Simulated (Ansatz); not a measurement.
## What each rung costs, and what it gives

Saddle point of BH$_{3}$BrO$_{2}$F, singlet (BH₂O₂F ([OH][B]([OH])[F]) + HBr → BH₂BrO₂ ([OH][B]([OH])[Br]) + HF; bonds formed: B1–Br6, F2–H5; bonds broken: B1–F2, H5–Br6), PBE0-D4/def2-TZVP structure:

```tsv
atom	x (Å)	y (Å)	z (Å)
B1	0.0349	-0.0179	-0.2718
F2	1.3116	0.5458	0.5330
O3	-0.1742	0.8366	-1.2923
O4	0.0234	-1.3660	-0.3876
H5	0.6591	0.7984	1.3229
Br6	-1.1240	0.5927	1.6451
H7	-0.7103	0.4557	-1.9915
H8	-0.0205	-1.8452	0.4420
```

Barriers are electronic and count from the start structure reached by relaxing down the imaginary mode.

Computed with Ansatz 0.2.0 (basis: as named in each row); correlated methods freeze the cores. Filled d shells of the heavier atoms are correlated. The def2 sets are not built for correlating such inner shells, so the correlated values are less sure here. B3LYP uses VWN-RPA correlation. Extrapolation: Hartree–Fock as exp(−7.88 √X), correlation as X^−2.97.

Times are rough, for one single point on 8 threads of a shared host (Arm Neoverse V1).

The estimate by CCSD(T) at an estimated basis limit (MP2 extrapolated from triple and quadruple zeta, plus CCSD(T) − MP2 in triple zeta) is 161.3 kJ/mol.

```tsv
method	basis	time (s)	barrier (kJ/mol)	method less estimate
HF	STO-3G	under 1	147.7	-13.6
PBE-D4	STO-3G	under 1	45.6	-115.7
SPW92	def2-SVP	under 1	91.9	-69.4
PBE-D4	def2-SVP	under 1	121.1	-40.2
B3LYP-D4	6-31G	under 1	145.1	-16.2
SPW92	def2-TZVPP	under 1	103.0	-58.3
PBE0-D4	def2-SVP	under 1	137.1	-24.2
PBE-D4	def2-TZVPP	1	129.5	-31.8
BLYP-D4	def2-TZVPP	1	149.3	-12.0
B3LYP-D4	def2-TZVPP	1	159.1	-2.3
BHLYP-D4	def2-TZVPP	2	175.3	14.0
PBE0-D4	def2-TZVPP	2	143.3	-18.0
CAM-B3LYP-D4	def2-TZVPP	2	162.9	1.6
r2SCAN-D4	def2-TZVPP	2	139.2	-22.1
r2SCAN0-D4	def2-TZVPP	2	148.4	-12.9
wB97M-V	def2-SVP	3	141.0	-20.4
RPA on PBE	def2-TZVPP	3	164.2	2.8
B2PLYP	def2-TZVPP	3	162.8	1.5
PBE-QIDH	def2-TZVPP	3	152.6	-8.7
wB97X-V	def2-TZVPP	4	156.5	-4.8
wB97M-V	def2-TZVPP	4	150.4	-10.9
CCSD(T)	def2-SVP	4	175.9	14.6
B97M-V	def2-TZVPP	4	164.4	3.0
MP2	def2-QZVPP	11	152.5	-8.8
CCSD(T)	def2-TZVPP	93	163.8	2.4
```

All methods are single points on the PBE0-D4 structures.

No T1 diagnostic of these runs exceeds 0.011.

Labels in which every atom is bracketed show which atoms are joined, not bond orders.
